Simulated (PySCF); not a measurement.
## Unknowns

Computed data (PySCF): GFN2-xTB structure, shielding tensors at PBE0/pcSseg-1 (GIAO). Non-relativistic Hamiltonian, fast rotation and ring inversion assumed for equivalent nuclei, one conformer, no solvent.

Shifts are taken against calculated references (same method and geometry level): ¹H, ¹³C against TMS. Splittings of carbon signals by F and P are missing where no couplings were computed. Where no couplings were computed, multiplicities follow the n + 1 count of equivalent neighbours, and m marks all less simple cases (inequivalent or close neighbours, rings, F or P nearby). Shifts are as computed. Against solution values, carbons near 30 ppm lie about +3 ppm off and those near 130 ppm about +5 ppm. Of 1211 compounds with measured shifts, 218 miss one by over three times the rms of a fit or turn the order of signals round; such compounds aren't used in these exercises.

(1) C₆H₁₅PSi. ¹H NMR (600 MHz, computed): δ 3.73 (m, 3H), 3.20 (m, 1H), 2.61 (m, 1H), 2.23 (m, 1H), 2.08 (m, 1H), 1.64 (m, 3H), 1.21 (d, 3H), 0.66 (m, 2H). ¹³C{¹H} NMR (computed): δ 49.8 (CH2), 42.5 (CH), 25.8 (CH), 24.8 (CH3), 22.4 (CH3), 16.5 (CH2). What is it?

(2) C₇H₁₃OP. ¹H NMR (400 MHz, computed): δ 6.48 (m, 1H), 6.16 (m, 1H), 3.98 (m, 4H), 2.01 (d, 3H), 1.64 (m, 4H). ¹³C{¹H} NMR (computed): δ 146.9 (CH), 141.9 (CH), 70.6 (CH2), 31.8 (CH2), 21.0 (CH3). What is it?

(3) C₈H₁₃NSi. ¹H NMR (600 MHz, computed): δ 9.02 (s, 1H), 8.91 (d, 1H), 7.88 (d, 1H), 7.34 (m, 1H), 0.29 (s, 9H). ¹³C{¹H} NMR (computed): δ 160.5, 155.8, 146.0, 139.5, 127.7, -0.7. Identify the compound.

Answers

(1) SMILES C[P@]1(=C)C[C@@H](C)[C@H]1[SiH3]. 6 carbon signals for 6 carbons: no two carbons are equivalent. Carbon types of the structure: 2 × CH, 2 × CH2, 2 × CH3, leaving 3 H on heteroatoms. δC 25.8: sp3 CH in a ring; a saturated carbon with 3 carbon neighbours and no heteroatom attached. δC 24.8: methyl carbon; aliphatic region, no heteroatom directly attached. δH 2.23: hydrogen on an sp3 CH in a ring. δH 1.21: hydrogen on a methyl carbon; far from electronegative atoms and π systems.

This is the structure that produced the data.

(2) SMILES C1CP(/C=C\C)CCO1. 5 carbon signals for 7 carbons: some carbons are equivalent by symmetry or fast rotation. Carbon types of the structure: 2 × CH, 4 × CH2, 1 × CH3, which accounts for all hydrogens. δC 146.9, 141.9: alkene CH; an sp2 carbon of a C=C bond. δC 70.6: sp3 CH2 bonded to O; the inductive effect lowers its shielding. δC 21.0: allylic methyl carbon; saturated and bonded to C and H only. δH 6.48, 6.16: hydrogen on an alkene CH; olefinic region.

This is the structure that produced the data.

(3) SMILES C[Si](C)(C)c1cccnc1. The formula gives 4 degrees of unsaturation (1 ring in the answer). 6 carbon signals for 8 carbons: some carbons are equivalent by symmetry or fast rotation. Carbon types of the structure: 1 × C, 4 × CH, 3 × CH3, which accounts for all hydrogens. δC 160.5, 155.8: aromatic CH next to a ring nitrogen; the adjacent pyridine-type nitrogen withdraws density from it. δC 146.0, 127.7: aromatic CH. δC 139.5: substituted aromatic carbon. δH 9.02, 8.91: hydrogen on an aromatic CH next to a ring nitrogen; ring current plus the neighbouring ring nitrogen.

The data come from this structure; uniqueness wasn't tested.
